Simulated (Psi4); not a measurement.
**The standard entropy of CH4BCl2N (SMILES CNB(Cl)Cl) from a frequency calculation**

A singlet with charge 0, relaxed at PBE0-D4/def2-TZVP (density fitting) (Psi4 1.11):

```xyz
9

C    -1.0071   -0.6283    0.3269
N     0.1127    0.2810    0.4029
B     1.0722    0.5430   -0.5584
Cl    1.0612   -0.2582   -2.1281
Cl    2.3490    1.7127   -0.2100
H    -1.9549   -0.0955    0.4419
H    -1.0073   -1.1227   -0.6426
H    -0.9445   -1.3946    1.1042
H     0.1937    0.7836    1.2730
```

Harmonic wavenumbers in cm⁻¹: 114, 167, 205, 256, 424, 492, 562, 644, 935, 1048, 1149, 1157, 1329, 1456, 1490, 1491, 1565, 3046, 3103, 3165, 3628.

Masses in u: C 12.011, N 14.007, B 10.81, Cl 35.45, H 1.008. Take T = 298.15 K, p = 1 bar, R = 8.3145 J/(mol K), kT/hc = 207.22 cm⁻¹, rigid rotor and harmonic oscillator.

Task: Compute the standard molar entropy.

Result: 
1. Translation (Sackur–Tetrode): S = R[3/2 ln M + 5/2 ln T − 1.1517] with M = 111.76 gives 167.7 J/(mol K).
2. Rotation: principal moments 139.406, 217.565, 353.798 u Å² give A, B, C = 0.1209, 0.0775, 0.0476 cm⁻¹; the symmetry number is σ = 1; q = (√π/σ)√((kT/hc)³/ABC) = 250354; S = R(ln q + 3/2) = 115.8.
3. Vibration: with u = ν̃/207.22, each mode gives R[u/(eᵘ − 1) − ln(1 − e⁻ᵘ)]; the sum is 51.3, most from 114 cm⁻¹ (13.4), 167 cm⁻¹ (10.3), 205 cm⁻¹ (8.7).
4. Spin: R ln 1 = 0.0.
5. Sum: 167.7 + 115.8 + 51.3 + 0.0 = 334.8 J/(mol K).

No measured value is set beside it here. Where a soft mode is a torsion, a harmonic oscillator describes it poorly.
